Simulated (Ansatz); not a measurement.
Reaction (ligand exchange at a Ge–N bond): `[OH][GeH2][NH][SiH](O)F` + H₂Se → `[OH][GeH2][SeH]` + `N[SiH](O)F`

Program: Ansatz. Geometries: PBE0-D4/def2-TZVP. ΔE: electronic, gas phase. CCSD(T)/CBS adds triple-zeta CCSD(T) − MP2 to the extrapolated MP2 energy (def2 sets, frozen cores). This one scheme is used for every species. Functionals use def2-TZVPP. B3LYP here is the variant with VWN-RPA as its local correlation; programs differ in this. For Ge, Se outer-core shells are correlated without core-valence functions, which leaves a few kJ/mol of doubt a bond. Scalar relativity is left out up to krypton. One conformer a species, not always the lowest.

`[OH][GeH2][NH][SiH](O)F`:

```xyz
12

O    -0.569   -1.429   -1.174
Ge   -1.229    0.212   -0.847
N     0.157    1.080   -0.052
Si    1.197    0.412    1.135
O     0.897   -1.178    1.247
F     2.692    0.741    0.680
H    -1.248   -2.098   -1.285
H    -1.585    0.928   -2.159
H    -2.441    0.026    0.082
H     0.469    1.910   -0.534
H     1.067    0.991    2.483
H     0.593   -1.595    0.426
```

H₂Se:

Z-matrix (Å, degrees):
```
Se
H 1 1.467
H 1 1.467 2 91.2
```

`[OH][GeH2][SeH]`:

```xyz
7

O    -0.761   -0.186   -1.410
Ge   -0.433    0.371    0.245
Se    1.401   -0.776    1.169
H    -0.771   -1.144   -1.475
H    -0.164    1.869    0.082
H    -1.610    0.053    1.183
H     2.338   -0.185    0.206
```

`N[SiH](O)F`:

```xyz
8

N     1.013    0.518    0.337
Si   -0.339   -0.121   -0.470
O    -1.155   -1.147    0.496
F    -1.202    1.160   -0.870
H     1.382    1.419    0.083
H     1.720   -0.079    0.734
H    -0.109   -0.886   -1.709
H    -1.309   -0.864    1.400
```

Problem. Is it downhill or uphill in electronic energy at CCSD(T)/CBS, and by how much? (Best estimate.)

Solution. Ansatz gave: Downhill: ΔE = -28.6 kJ/mol.

Problem. What do these levels give: r2SCAN-D4, PBE0-D4, ωB97X-V, ωB97M-V, B2PLYP, B3LYP, HF/def2-TZVPP, MP2/def2-TZVPP, SCS-MP2/def2-TZVPP, SCS-MP2/def2-QZVPP, MP2/CBS(def2), CCSD/CBS(def2)? (An estimate is asked.)

Solution. Computed: r2SCAN-D4 -34.5, PBE0-D4 -36.5, ωB97X-V -28.2, ωB97M-V -29.3, B2PLYP -33.4, B3LYP -39.2, HF/def2-TZVPP -36.5, MP2/def2-TZVPP -27.7, SCS-MP2/def2-TZVPP -26.9, SCS-MP2/def2-QZVPP -29.0, MP2/CBS(def2) -32.1, CCSD/CBS(def2) -30.0 kJ/mol.

Largest T1 diagnostic among the species: 0.012.

In def2-TZVPP, CCSD(T) changes the Hartree–Fock value by +12.2 kJ/mol (the triples alone add +1.5 kJ/mol) and MP2 by +8.8 kJ/mol. The D4 term adds +7.7 kJ/mol with B3LYP and +4.4 kJ/mol with PBE0; it sums over pairs of atoms, weighted by their polarisabilities, and B3LYP, whose exchange is more repulsive, gets the larger term.
